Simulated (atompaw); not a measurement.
u(r) = r·R(r): atom against pseudo-atom (Au (Z = 79))

Columns: radius, all-electron u(r) and pseudo u(r) of the 5d shell (level -9.19 eV) of gold in the configuration [Kr] 4d10 4f14 5s2 5p6 5d10 6s0 6p1; LDA (PW92), scalar-relativistic, PAW (atompaw) scheme, atompaw 4.2.0.5.

| r (bohr) | all-electron | pseudo |
| --- | --- | --- |
| 0.092 | 0.2721 | 0.0005 |
| 0.185 | 0.0363 | 0.0042 |
| 0.277 | -0.3262 | 0.0137 |
| 0.369 | -0.4091 | 0.0315 |
| 0.462 | -0.2609 | 0.0592 |
| 0.554 | -0.0173 | 0.0971 |
| 0.646 | 0.2341 | 0.1449 |
| 0.738 | 0.4506 | 0.2015 |
| 0.831 | 0.6194 | 0.2655 |
| 0.923 | 0.7368 | 0.3328 |
| 1.015 | 0.8114 | 0.4008 |
| 1.108 | 0.8519 | 0.4670 |
| 1.200 | 0.8657 | 0.5267 |
| 1.292 | 0.8603 | 0.5778 |
| 1.385 | 0.8409 | 0.6184 |
| 1.477 | 0.8126 | 0.6463 |
| 1.569 | 0.7783 | 0.6613 |
| 1.662 | 0.7401 | 0.6637 |
| 1.754 | 0.7004 | 0.6544 |
| 1.846 | 0.6602 | 0.6355 |
| 1.938 | 0.6204 | 0.6090 |
| 2.031 | 0.5811 | 0.5771 |
| 2.123 | 0.5436 | 0.5427 |
| 2.215 | 0.5077 | 0.5077 |
| 2.308 | 0.4732 | 0.4732 |
| 2.400 | 0.4408 | 0.4408 |

Q: How many radial nodes do the two functions have?

A: The all-electron 5d function has n − l − 1 = 2; the pseudo-wave has 0, since the states of the same l below it are removed with the core.

Q: Is the pseudo-wave norm-conserving?

A: No, it belongs to a PAW set: the norm inside the radius is not constrained, and the difference is carried by the augmentation charge.
